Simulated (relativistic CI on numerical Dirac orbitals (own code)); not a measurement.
# L2,3 absorption of iron in several valence states

Computed multiplet spectra 2p⁶3dⁿ → 2p⁵3dⁿ⁺¹ (Dirac-Coulomb-Breit ions, Slater integrals scaled by 0.7, an assumed crystal field that grows with the charge, no charge transfer; 300 K; Lorentzian 0.4 eV and Gaussian 0.3 eV FWHM at both edges, so that L2 comes out sharper than in experiment). Peaks over 5 % are given in eV from the highest peak in the L3 region of each spectrum (height, largest 100). S of the lowest state is read from ⟨S²⟩, and the branching ratio is the share of L3, cut at the minimum between the edges.

Field parameters in Wybourne normalisation: Oh B⁴₀ = 21Dq, B⁴₄ = √(5/14) B⁴₀. The field is a parameter set, without covalency.

- Fe2+ (d6, Oh, 10Dq = 17650 cm⁻¹): S = 0.02, low spin, branching ratio 0.65; peaks -1.7 (7), 0.0 (100), 2.0 (22), 11.9 (57), 13.5 (11)
- Fe3+ (d5, Oh, 10Dq = 22800 cm⁻¹): S = 0.52, low spin, branching ratio 0.71; peaks -3.9 (37), -1.6 (54), 0.0 (100), 2.1 (20), 11.7 (64), 13.6 (13)
- Fe5+ (d3, Oh, 10Dq = 33150 cm⁻¹): S = 1.50, branching ratio 0.61; peaks -4.3 (53), -1.9 (57), 0.0 (79), 0.8 (72), 1.1 (73), 5.4 (6), 8.3 (23), 9.7 (44), 10.8 (100), 12.1 (34), 13.6 (42)

Q: What spin state follows for Fe4+ in Oh, 10Dq = 27950 cm⁻¹, and does its branching ratio lie nearer 2/3 or nearer 0.8?

A: Fe4+ (d4, Oh, 10Dq = 27950 cm⁻¹): S = 1.02, low spin, branching ratio 0.66; peaks -5.3 (50), -1.8 (92), -0.9 (82), 0.0 (100), 1.7 (21), 8.0 (16), 8.5 (19), 10.9 (77), 12.9 (25), 14.0 (10). High-spin states, above all those with an unquenched orbital moment, raise the ratio above the statistical 2/3; low spin and nearly empty shells keep it near or below 2/3.

The centroid of the whole edge, which also moves with the branching ratio, lies at 714.7 (Fe2+), 716.5 (Fe3+), 720.5 (Fe4+), 725.6 (Fe5+) eV in this ionic model, in steps of 1.8 to 5.1 eV. Compounds show about 1 to 2 eV a unit and lower energies for the high valences, since ligands screen the charge. The multiplet shape follows the d count and the spin state, and so serves as a fingerprint of valence.
